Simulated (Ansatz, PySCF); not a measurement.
Species: C₂H₈N₂, net charge 0, singlet state. SMILES: NCCN
Coordinates optimised at B3LYP-D3(BJ)/def2-TZVP (Ansatz, a first-principles code):
```xyz
12

N      1.8004     0.4329    -0.2539
C      0.5735     0.1334     0.4836
C     -0.5515    -0.2148    -0.4799
N     -1.7787    -0.5130     0.2575
H      2.5813     0.5552     0.3786
H      1.7040     1.2957    -0.7773
H      0.2389     0.9548     1.1379
H      0.7571    -0.7273     1.1290
H     -0.2619    -1.1016    -1.0463
H     -0.6612     0.6050    -1.2084
H     -2.5003    -0.8544    -0.3651
H     -2.1418     0.3214     0.7042
```

Quantity: atomisation energy (electronic, to ground-state atoms), in kcal/mol. Correlated levels leave the core frozen unless marked. UHF or UKS for open shells. Spin-orbit coupling is left out. Non-relativistic. The coupled-cluster limit lacks core correlation, which all-electron functionals hold. CBS(X,Y): correlation extrapolated as X^-3; Hartree-Fock from the larger set. [CCSD(T)-MP2]/basis is that difference in the basis named.

```csv
level,program,atomisation energy (kcal/mol),minus last row,rough core time
BLYP/def2-TZVPD,Ansatz,1038.0,-5.8,under 20 s
revPBE/def2-TZVPD,Ansatz,1026.6,-17.2,under 20 s
r2SCAN-D4/def2-TZVPD,Ansatz + dftd4,1037.1,-6.7,under 20 s
B3LYP-D3(BJ)/def2-TZVPD,Ansatz + dftd3,1048.8,5.0,under 20 s
PBE0/def2-SVP,Ansatz,1047.1,3.3,under 20 s
PBE0/def2-QZVPP,Ansatz,1045.4,1.6,21 s
TPSSh-D4/def2-TZVPD,PySCF + dftd4,1046.3,2.5,-
CAM-B3LYP-D4/def2-TZVPD,Ansatz + dftd4,1051.3,7.5,under 20 s
CAM-B3LYP/def2-TZVPD,Ansatz,1048.1,4.3,under 20 s
LC-wPBE/def2-TZVPD,Ansatz,1040.7,-3.1,under 20 s
wB97X-V/def2-TZVPD,Ansatz,1046.5,2.7,under 20 s
B2GP-PLYP/def2-TZVPD,Ansatz,1025.4,-18.4,under 20 s
B2PLYP-D3(BJ)/def2-TZVPD,Ansatz + dftd3,1033.3,-10.5,under 20 s
RPA@PBE/cc-pVTZ,Ansatz,983.0,-60.8,under 20 s
MP2/6-31G,Ansatz,861.2,-182.6,-
MP2/6-31G*,Ansatz,934.3,-109.5,-
RI-MP2/aug-cc-pVTZ,Ansatz,1028.2,-15.6,under 20 s
RI-MP2/cc-pVQZ,Ansatz,1039.0,-4.8,under 20 s
SCS-MP2/cc-pVTZ,Ansatz,1025.3,-18.5,-
CCSD/STO-3G,Ansatz,980.7,-63.1,-
"RI-MP2/CBS(aug-cc-pVTZ,aug-cc-pVQZ)+[CCSD(T)-MP2]/aug-cc-pVTZ",Ansatz,1043.8,0.0,-
```

Core times are rough, on shared machines, summed over the molecules involved; a dash marks a level read off another run, or run on other hardware, by another program or under a memory cap.
